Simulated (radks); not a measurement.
Numerical settings for the silver ion Ag3+, [Kr] 4d8. Calculated with a radial shooting solver on a logarithmic mesh with Libxc functionals: scalar-relativistic Kohn-Sham, PBE, spin-polarised, spherical densities, point nucleus; open shells are filled with parallel spins first (spin-orbit coupling, left out, can overturn this in heavy ions). The defaults (mesh step 0.008 in ln r, mesh end at 40 bohr or more with all orbitals vanishing there, Anderson mixing 0.5 over 9 steps, residual threshold near 1e-9 with the energy settled to 1e-9 hartree or 1e-11 of itself, here a cap of 50 iterations) give E = -5313.6365 hartree and 4d at -42.874 eV in 15 iterations. Run on one thread of a shared host, so times are rough (Arm Neoverse N1): 0.27 s of CPU time, 0.27 s wall, 15 iterations on 2476 mesh points. Changes against that run (0 stands for a change within the tolerance of the run):

setting                    iterations         converged  E (mhartree)  e(4d) (meV)  CPU (s)
mesh step in ln r 0.12              2                no      diverged            -     0.04
mesh step in ln r 0.05             15               yes       +0.0612     -0.00836     0.07
mesh step in ln r 0.03             15               yes      +0.00176            0     0.09
mesh end (bohr) 12                 15               yes             0            0     0.27
mesh end (bohr) 1                  13  level above zero     +1.39e+05    +3.91e+05     0.18
residual threshold 0.1             10               yes             0       -0.581     0.21
residual threshold 0.001           10               yes             0       -0.581     0.21
mixing 0.01                        20               yes             0            0     0.35
linear mixing, mixing 0.8          47               yes             0            0     0.75
linear mixing, mixing 0.5          30               yes             0            0     0.45
mixing history 2                   20               yes             0            0     0.33
iteration cap 2                     2                no     +2.12e+03    -3.29e+04     0.05

Settled on a wrong energy, with an occupied level pushed above zero by the early mesh end: mesh end (bohr) 1 (+139 hartree). Apart from these: no run marked as converged misses the energy by more than 1 mhartree. A mesh that ends early acts as a hard wall.
